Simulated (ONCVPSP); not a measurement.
**cerium (Ce) ONCV: all-electron and pseudo phase curves**

ONCVPSP 4.0.1 input, shortened (lines: element, Z, core and valence counts, functional; n l f; lmax; l rc ep ncon nbas qcut; lloc lpopt rc5 dvloc0; l nproj debl; icmod fcfact rcfact), PBE, fully relativistic:

```
  Ce 58.00    9    4        4      upf
    1    0    2.00
    2    0    2.00
    2    1    6.00
    3    0    2.00
    3    1    6.00
    3    2   10.00
    4    0    2.00
    4    1    6.00
    4    2   10.00
    4    3    2.00
    5    0    2.00
    5    1    6.00
    6    0    2.00
    3
    0    2.55    0.00    5    9    4.40
    1    2.95    0.00    4    8    3.70
    2    2.45    0.34    4    8    3.70
    3    1.85    0.00    4    9    9.70
    4    1    1.45    0.00
    0    3    3.30
    1    2    1.80
    2    2    1.10
    3    2    1.70
    2    0.75    1.20
```

Open shells are filled in proportion to 2j + 1.

In the d channel the program set the typed energies aside and used 0.050, 1.150 Ha (j = l + 1/2; the other j can differ).

The phase is arctan(r·R′/R) of the radial function R(r), unwrapped; energies in Ha, scanned from -3 to 5 Ha. A pole is an energy at which the radial function vanishes at the test radius. The pseudo phase is shifted by a multiple of π to meet the all-electron one at the reference energy, and phase errors are pseudo minus all-electron; the curves can meet again beyond the range given. Levels narrower than the energy grid can be missing from the lists of poles.

```csv
channel,radius (bohr),reference energy (Ha),"poles, all-electron","poles, pseudo",unbroken range about the reference energy with phases within 0.05 rad,phase error 1 Ha above the reference energy (rad)
s,2.58,-0.13,"-1.22, 2.68","-1.22, 2.68",below 4.9,-0.000
p3/2,3.00,-0.74,"-0.60, 2.15","-0.60, 2.12, 4.13",below 2.9,-0.003
p1/2,3.00,-0.83,"-0.72, 1.99","-0.72, 1.98, 4.42",below 2.9,-0.003
d5/2,2.49,0.05,0.91,"0.91, 4.87",below 2.5,-0.000
d3/2,2.49,0.05,0.87,"0.87, 4.84",below 2.5,-0.000
f7/2,1.88,-0.02,"0.28, 4.92",0.28,the whole range,+0.000
f5/2,1.88,-0.03,"0.26, 4.90",0.26,the whole range,+0.000
```

Phases in the p3/2 channel:

```
E (Ha)  all-electron  pseudo
 -2.98         1.398   1.398
 -2.76         1.389   1.389
 -2.54         1.377   1.377
 -2.32         1.363   1.363
 -2.10         1.346   1.346
 -1.88         1.323   1.322
 -1.66         1.290   1.290
 -1.44         1.238   1.238
 -1.22         1.134   1.133
 -1.00         0.764   0.763
 -0.78        -1.143  -1.143
 -0.56        -1.615  -1.615
 -0.34        -1.766  -1.767
 -0.12        -1.896  -1.897
  0.10        -2.086  -2.087
  0.32        -2.504  -2.508
  0.54        -3.433  -3.438
  0.76        -4.114  -4.115
  0.98        -4.379  -4.379
  1.20        -4.505  -4.505
  1.42        -4.580  -4.580
  1.64        -4.631  -4.632
  1.86        -4.670  -4.672
  2.08        -4.703  -4.707
  2.30        -4.733  -4.739
  2.52        -4.762  -4.776
  2.74        -4.795  -4.822
  2.96        -4.835  -4.901
  3.18        -4.889  -5.124
  3.40        -4.979  -6.837
  3.62        -5.168  -7.630
  3.84        -5.779  -7.769
  4.06        -7.015  -7.837
  4.28        -7.458  -7.888
  4.50        -7.609  -7.940
  4.72        -7.684  -8.013
  4.94        -7.730  -8.155
```
